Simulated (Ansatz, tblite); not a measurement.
Cost and result up the ladder for W(NH)2(NH2)2 (WN4H6) (11 atoms). Total charge 0; singlet. Geometry: PBE-D4/def2-SVP.

Cartesian coordinates in Å:
```
W -0.100 0.114 0.150
N 0.440 1.754 0.573
H 0.434 2.650 1.067
N -1.506 -0.535 1.022
H -2.278 -0.540 1.693
N 1.411 -1.095 0.531
H 1.313 -2.077 0.802
H 2.392 -0.806 0.553
N -0.589 0.154 -1.761
H -0.218 0.825 -2.439
H -1.298 -0.445 -2.190
```

Ansatz on 4 threads of Arm Neoverse V2 on a shared host; xTB runs through tblite on one thread. Times are rough, summed over both states, and most runs start from the orbitals of an earlier one. PBE0-D4/def2-TZVP serves as the yardstick here, not as an exact answer. The other state is a doublet.

In the def2 sets W takes a core potential; there is no spin–orbit coupling. The xTB rows come from tblite.

Raw xTB energies of ions are shifted by several eV.

| level | functions | wall time | vertical IE (eV) | difference from PBE0-D4/def2-TZVP (eV) |
| --- | --- | --- | --- | --- |
| GFN2-xTB | 31 | 0.009 s | 12.38 | 3.92 |
| GFN1-xTB | 37 | 0.011 s | 12.83 | 4.36 |
| PBE-D4/def2-TZVP | 200 | 6 s | 8.17 | -0.30 |
| PBE0-D4/def2-TZVP | 200 | 9.8 s | 8.47 | 0.00 |
| r2SCAN-D4/def2-TZVP | 200 | 14 s | 8.26 | -0.20 |
